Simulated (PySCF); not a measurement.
C4H9B.
SMILES with atom numbers: `[BH2:1][CH2:2][CH2:3][CH:4]=[CH2:5]` (hydrogens: H6, H7 on B1; H8, H9 on C2; H10, H11 on C3; H12 on C4; H13, H14 on C5)

Computed with PBE0-D3(BJ)/def2-SVP geometry optimisation, gas phase (PySCF 2.14.0).

Task: What internal coordinates does the optimisation give?

Result: 
```
          bond  length (Å)   order
         B1–C2       1.556  single
         C2–C3       1.530  single
         C3–C4       1.496  single
         C4=C5       1.334  double
  B1–H6, B1–H7       1.212  single
  C2–H8, C2–H9       1.110  single
C3–H10, C3–H11       1.104  single
        C4–H12       1.099  single
        C5–H13       1.093  single
        C5–H14       1.095  single
```

Bonds in one row agree within 0.01 Å and their mean is given. Orders are formal, as drawn. A selection of angles:
```
     angle  degrees
  C2–B1–H6    119.4
  C2–B1–H7    122.2
  H6–B1–H7    118.3
  B1–C2–C3    118.5
  B1–C2–H8    106.7
  B1–C2–H9    106.5
  C3–C2–H8    110.7
  H8–C2–H9    102.1
  C2–C3–C4    113.4
 C2–C3–H10    109.9
 C4–C3–H10    109.6
H10–C3–H11    106.0
  C3–C4–C5    125.5
 C3–C4–H12    115.8
 C5–C4–H12    118.7
 C4–C5–H13    121.6
 C4–C5–H14    121.3
H13–C5–H14    117.0
```

Torsions: B1–C2–C3–C4 180° (antiperiplanar); C2–C3–C4–C5 119° (anticlinal). The mirror-image conformer, all signs reversed, is as good.

B1 (three-coordinate boron) is planar (angles 122.2°, 119.4° and 118.3°, sum 360.0°, 0.00 Å off the plane of its three neighbours). The 3 C–C bonds span 1.334 Å (C4=C5, drawn double) to 1.530 Å (C2–C3, drawn single), a spread of 0.196 Å. Of the pairs four or more bonds apart, H10···H14 is among the closest relative to their van der Waals radii: 2.45 Å, 102 % of the sum of Bondi's values.

Point group: C1 (no symmetry element, even within 0.4 Å). PBE0-D3(BJ)/def2-SVP frequencies: not computed here. One conformer, not necessarily the lowest (H–B1–C2–C3 179° and -1°, B1–C2–C3–C4 180°, C2–C3–C4–C5 119°).
